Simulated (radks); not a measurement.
Values are calculated unless marked as measured or tabulated.
Coulomb parameter of the 4f shell of neutral promethium in the model configuration [Xe] 4f4 6s2 6p1, as a second difference U = [E(n + 0.25) + E(n - 0.25) - 2 E(n)] / (0.25)^2 with all orbitals relaxed. "Bare": the charge of the atom changes with n. "Screened": the 6p shell takes up the change at fixed total charge, which measures U(4f,4f) + U(6p,6p) - 2 U(4f,6p). Code: a radial shooting solver on a logarithmic mesh with Libxc functionals. Model: Dirac Kohn-Sham, PBE, spin-unpolarised, spherical densities, point nucleus; open shells are shared between the two j in proportion to 2j + 1.

case                     configuration  E - E(n) (eV)
start                 [Xe] 4f4 6s2 6p1          0.000
bare +0.25         [Xe] 4f4.25 6s2 6p1         -2.226
bare -0.25         [Xe] 4f3.75 6s2 6p1          3.103
screened +0.25  [Xe] 4f4.25 6s2 6p0.75         -1.843
screened -0.25  [Xe] 4f3.75 6s2 6p1.25          2.373

U(bare) = 14.036 eV, U(screened by 6p) = 8.478 eV, against the Slater integral F0(4f,4f) = 26.598 eV with frozen orbitals. The step up makes a negative ion, whose loosely bound charge lowers the bare value.
